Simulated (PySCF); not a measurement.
**Correlation energy of C²⁺ (carbon, charge +2)**

[He] 2s2, closed-shell 1S. All numbers are calculated (PySCF 2.14, the non-relativistic Hamiltonian (point nucleus), in cc-pVTZ (4s3p2d1f, 30 functions)). Frozen: 1s2; 2 electrons correlated.

Total MP2 correlation energy: -43.00 mhartree.

Same-spin part 0.00 and opposite-spin part -43.00 mhartree; SCS-MP2 scales them by 1/3 and 6/5 to -51.60 mhartree.

With two correlated electrons CCSD is exact within the correlated space (frozen core and kept virtual orbitals).

```
level  correlation energy (mhartree)
 CCSD                         -72.89
```

Diagnostics: T1 = 0.0085, D1 = 0.0120, largest double amplitude 0.156.

Q: Is a single reference adequate?

A: Not fully. A double-excitation amplitude exceeds 0.15, a sign of near-degeneracy.
